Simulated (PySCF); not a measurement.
Start geometry of `B(Cl)P[SiH3]` from GFN2-xTB (Å):
```
atom  x, y, z in Å
Si1   -1.4969   -0.0823   -0.2059
P2     0.3713    1.0926    0.1126
B3     1.6019   -0.1910    0.6352
Cl4    3.0507   -0.4337   -0.2233
H5    -2.4009    0.8421   -0.8863
H6    -1.3211   -1.2908   -1.0187
H7    -1.9778   -0.4468    1.1251
H8     0.7532    1.3063   -1.1944
H9     1.4332   -0.7904    1.6305
```

Task: What comes out of this run: PBE0-D3(BJ)/def2-SVP geometry optimisation, gas phase in PySCF?

Result: 
```
atom  x, y, z in Å
Si1    0.777    0.646   -0.960
P2     2.658    1.872   -0.747
B3     3.834    0.494   -0.231
Cl4    5.383    0.237   -1.003
H5    -0.267    1.510   -1.585
H6     0.946   -0.587   -1.784
H7     0.364    0.266    0.422
H8     3.018    2.055   -2.113
H9     3.562   -0.191    0.724
```

The energy falls by 12.6 kJ/mol over 7 energy and gradient evaluations, the largest force component goes from 0.0233 to 2.1e-04 Eh/bohr, and the atoms move by 0.108 Å rms after alignment. The bond that changes most is B3–Cl4 (ends: three-coordinate boron; chlorine bonded to B), which lengthens by 0.048 Å. Bonds longer at the end by more than 0.005 Å: 8 of 8; shorter: 0. Among the angles that change most is Si1–P2–B3, from 103.4° to 98.6°. Rotational constants go from 9028, 1327, 1237 to 8663, 1297, 1196 MHz. The orientation of the end geometry is arbitrary; only internal coordinates are fixed.

The run used 93 basis functions and 41 SCF cycles in all. On one thread, AMD EPYC 7R13 (x86_64), no GPU, shared host, this took 20 s of wall time and 0.39 GiB of memory at its peak.

Whether it is a minimum is left open (no frequencies). The numbers are those of one conformer.
